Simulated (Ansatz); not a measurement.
Mulliken charges of `F/C=[CH]/[GeH3]` from ωB97M-V/def2-TZVPP in Ansatz (PBE0-D4/def2-TZVP geometry).

| atom | x (Å) | y (Å) | z (Å) | charge (e) |
| --- | --- | --- | --- | --- |
| F1 | -0.715 | 2.578 | 0.690 | -0.189 |
| C2 | -0.330 | 1.471 | 0.045 | 0.131 |
| C3 | -0.200 | 0.304 | 0.648 | -0.251 |
| Ge4 | 0.361 | -1.266 | -0.327 | 0.068 |
| H5 | -0.147 | 1.670 | -1.007 | 0.095 |
| H6 | -0.416 | 0.247 | 1.710 | 0.108 |
| H7 | 1.669 | -1.820 | 0.261 | 0.012 |
| H8 | -0.716 | -2.359 | -0.241 | 0.012 |
| H9 | 0.582 | -0.871 | -1.796 | 0.013 |

Question: By hand: the dipole of these point charges (1 e Å = 4.8032 D).

Answer: Σ q r = (0.127, -0.333, -0.243) e Å, of length 0.431 e Å = 2.07 D.

Question: How does the dipole of the full density compare? (Best estimate.)

Answer: The calculation gave: (0.055, -0.147, -0.104) e Å, 0.90 D; the point charges give 2.30 times that, at 1° from its direction.

Point charges leave out the atoms' own dipoles, such as those of lone pairs, and Mulliken's split depends on the basis, so the two needn't agree.
